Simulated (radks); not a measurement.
Results of a calculation; reference values are marked as such.
Problem. All-electron atom: Ir LII in [Ar] 3d8. Code: a radial shooting solver on a logarithmic mesh with Libxc functionals. Model: Dirac Kohn-Sham, LB94 model potential, spin-unpolarised, spherical densities, finite nucleus; open shells fill j = l - 1/2 first; Fermi nuclear charge, rms radius 5.4032 fm. Some entries of the table are withheld. Estimate them.

orbital,occ.,eigenvalue (hartree),<r^2> (bohr^2)
1s1/2,2,-2912.392,0.0004184
2s1/2,2,(1),0.006294
2p1/2,2,-579.2450,(2)
2p3/2,4,-518.5395,(3)
3s1/2,2,-215.3986,0.03903
3p1/2,2,-206.9563,0.03535
3p3/2,4,-192.7775,0.04094
3d3/2,4,(4),0.03085
3d5/2,4,(5),0.03234

Solution. 
(1) 2s1/2 eigenvalue (hartree): -598.7000
(2) 2p1/2 <r^2> (bohr^2): 0.004460
(3) 2p3/2 <r^2> (bohr^2): 0.005631
(4) 3d3/2 eigenvalue (hartree): -179.2283
(5) 3d5/2 eigenvalue (hartree): -176.0620
